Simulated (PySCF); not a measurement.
Excited states of N³⁺ (nitrogen, charge +3)

Ground state [He] 2s2, ¹S. All numbers are calculated (PySCF 2.14, no relativity, point nucleus, in aug-cc-pwCVTZ with one added diffuse shell each of s, p, d, f type (8s7p5d3f, 75 functions)). Vertical excitation energies in eV without spin-orbit coupling; excited terms of each kind are numbered among those the solver found. Frozen: nothing.

```csv
term,leading excitation,EOM-EE-CCSD
1 3P°,2s → p,8.337
1 1P°,2s → p,16.272
1 3S,2s → s,46.755
```

Only the lower part of the computed list is shown. Doubly excited terms such as np² are absent. The solver can miss terms.
